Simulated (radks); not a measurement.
Values are calculated unless marked as measured or tabulated.
Spherical quantum dot in the effective-mass picture: electrons in a hard-walled sphere of radius 2.69, all in effective atomic units (hartree* = m*/eps^2 hartree, bohr* = eps/m* bohr), one dielectric constant everywhere. Level of theory: non-relativistic Kohn-Sham, PBEsol, spin-polarised, spherical densities (a radial shooting solver with Libxc functionals). Levels are named by radial order and angular momentum (1s, 1p, 1d, 2s, ...), and open shells are averaged over m.

N = 10, configuration 1s2 1p6 1d(up 2, down 0). This is the lowest configuration that the search found. Occupied and some empty levels:

level,occupation,eigenvalue (hartree*),<r> (bohr*)
1s up,1,5.5712,1.597
1s down,1,5.6233,1.586
1p up,3,6.0633,1.740
1p down,3,6.1239,1.735
1d up,2,6.8081,1.839
1d down,0,6.8737,1.836
2s up,0,7.7207,1.259
2s down,0,7.7462,1.262
1f up,0,7.7703,1.913
1f down,0,7.8389,1.912
2p up,0,9.0210,1.425
2p down,0,9.0559,1.424

Energy (hartree*): total 36.6252, kinetic 15.254, external 0, Hartree 26.219, exchange-correlation -4.8475.

Electron density:

r (bohr*),n(r) (e/bohr*^3)
0.138,0.05518
0.339,0.06716
0.541,0.08943
0.742,0.1214
0.943,0.1607
1.14,0.2022
1.35,0.2372
1.55,0.2540
1.75,0.2416
1.95,0.1956
2.15,0.1246
2.35,0.05330
2.55,0.008648
